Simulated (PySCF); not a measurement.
## A small calculation by hand: oscillator strength and radiative lifetime

C₄HCl₂F, SMILES C#CC(F)=C(Cl)Cl.

Geometry optimised at ωB97X-D3(BJ)/def2-SVP. This is a generated structure with no PubChem entry under its InChIKey; it may be hypothetical.

TDA-PBE/def2-SVPD (PySCF) puts the first singlet state with f over 0.02 at 5.21 eV (vertical), with the transition dipole (0.466, -1.719, 0.000) in atomic units.

**Question.** Find the oscillator strength, the wavelength and the radiative lifetime that this transition would have in vacuum if emission retraced absorption.

**Answer.** 
|μ|² = 3.1721 au, so |μ| = 4.53 D. ΔE = 5.21/27.211 = 0.1915 hartree. f = (2/3) ΔE |μ|² = 0.405 (the program prints 0.405).
λ = 1239.84/5.21 = 238 nm; ν = 42021 cm⁻¹.
Einstein's coefficient A = 0.6670 ν² f s⁻¹ (ν in cm⁻¹) = 4.8e8 s⁻¹, so τ = 1/A = 2.1 ns. This state is S4; the lower singlets have f = 0.000, 0.000, 0.000. The figure is the radiative limit of this one transition; relaxation, internal conversion, crossing to triplets and a medium change what is measured.
